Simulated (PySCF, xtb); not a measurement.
In(Cl)(Me)2 (C₂H₆ClIn), SMILES [CH3][In]([CH3])[Cl].

GFN2-xTB run with xtb 6.7.1 at its own geometry gives an orbital gap of 3.45 eV and a dipole moment of 3.73 D.

The structure is a stationary point at B3LYP-D3(BJ)/def2-SVP. The structure was generated by enumeration; whether it is a known compound was not checked. The def2 effective core potentials stand for the cores of In; spin–orbit coupling is left out.

Question: What does PBE/def2-TZVP (PySCF) give? (An estimate is asked for; the answer gives what the named calculation found.)

Answer: gap 4.36 eV (levels -6.34 and -1.98 eV), dipole 3.70 D.
